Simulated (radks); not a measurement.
Species: Mo IV. Configuration: [Ar] 3d10 4p6 4d3 5p2 (not the ground configuration). Calculated with a radial shooting solver on a logarithmic mesh with Libxc functionals: Dirac Kohn-Sham, exchange-only LDA, spin-unpolarised, spherical densities, finite nucleus; open shells are shared between the two j in proportion to 2j + 1; Fermi nuclear charge, rms radius 4.4091 fm.

Unscreened Slater integrals over Kohn-Sham orbitals (eV). Large and small components are both included. Empty in this configuration: 4s1/2.

\begin{tabular}{lr}
integral & value \\ \hline
F0(5p3/2,5p3/2) & 8.5063 \\
F2(5p3/2,5p3/2) & 4.6229 \\
F0(5p3/2,5p1/2) & 8.5808 \\
G2(5p3/2,5p1/2) & 4.6552 \\
F0(5p3/2,4d5/2) & 10.342 \\
F2(5p3/2,4d5/2) & 3.4838 \\
G1(5p3/2,4d5/2) & 1.3307 \\
G3(5p3/2,4d5/2) & 1.2081 \\
F0(5p3/2,4d3/2) & 10.354 \\
F2(5p3/2,4d3/2) & 3.4650 \\
G1(5p3/2,4d3/2) & 1.3058 \\
G3(5p3/2,4d3/2) & 1.1911 \\
F0(5p3/2,4s1/2) & 10.794 \\
G1(5p3/2,4s1/2) & 0.89439 \\
F0(5p1/2,5p1/2) & 8.6582 \\
F0(5p1/2,4d5/2) & 10.498 \\
G3(5p1/2,4d5/2) & 1.2841 \\
F0(5p1/2,4d3/2) & 10.510 \\
G1(5p1/2,4d3/2) & 1.4114 \\
F0(5p1/2,4s1/2) & 10.964 \\
G1(5p1/2,4s1/2) & 0.86638 \\
F0(4d5/2,4d5/2) & 16.860 \\
F2(4d5/2,4d5/2) & 8.6048 \\
F4(4d5/2,4d5/2) & 5.6988 \\
F0(4d5/2,4d3/2) & 16.915 \\
F2(4d5/2,4d3/2) & 8.6319 \\
G2(4d5/2,4d3/2) & 8.6286 \\
G4(4d5/2,4d3/2) & 5.7146 \\
F0(4d5/2,4s1/2) & 19.153 \\
G2(4d5/2,4s1/2) & 8.5916 \\
F0(4d3/2,4d3/2) & 16.972 \\
F2(4d3/2,4d3/2) & 8.6601 \\
F0(4d3/2,4s1/2) & 19.239 \\
G2(4d3/2,4s1/2) & 8.6883 \\
F0(4s1/2,4s1/2) & 22.877 \\
\end{tabular}
